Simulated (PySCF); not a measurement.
In(AsH2)(H)2 (AsH4In), SMILES [AsH2][InH2]. Heavy atoms are numbered as in [InH2:1][AsH2:2]. Hydrogens are named by the atom that carries them.

Geometry: r2SCAN-D4/def2-TZVP. The def2 effective core potentials stand for the cores of In; spin–orbit coupling is left out.

Calculation: B3LYP/def2-TZVPD run with PySCF.

Mulliken values depend strongly on the basis, most of all with diffuse functions as here. ESP charges are fitted to the potential on shells at 1.4 to 2.0 van der Waals radii. Atomic charges (e), one atom of each kind:

```
atom        ESP fit  Mulliken
----------  -------  --------
In1 (InH2)     0.63      0.51
As2 (AsH2)    -0.21     -0.40
H on As2       0.01      0.11
H on In1      -0.23     -0.16
```
